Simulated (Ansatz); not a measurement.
Calculated with Ansatz (gas phase, PBE0-D4/def2-TZVP geometries, no zero-point term in ΔE). CBS: MP2 limit from def2 TZ/QZ plus the TZ coupled-cluster correction, frozen cores. DFT in def2-TZVPP. def2 core potentials past Kr. For Sn outer-core shells are correlated without core-valence functions, which leaves a few kJ/mol of doubt a bond. Each species was taken in one conformer, which may not be the lowest.

`[SiH3]C[O][SnH3]` + `O[SiH2][SiH2][SiH2]Cl` → `O[SiH2][SiH2][SnH3]` + `[SiH3]CO[SiH2]Cl`  (redistribution)

| level | ΔE (kJ/mol) |
| --- | --- |
| PBE0-D4 | -118.7 |
| HF/def2-QZVPP | -127.3 |

**Question.** What does CCSD(T)/CBS give? (Best estimate.)

**Answer.** Ansatz gave: -121.4 kJ/mol. The listed levels differ from it by 2.7, -5.9 kJ/mol.

Largest T1 diagnostic among the species: 0.014.

From PBE to PBE0 (25 % exact exchange), in def2-TZVPP and without D4, ΔE moves by −8.8 kJ/mol.
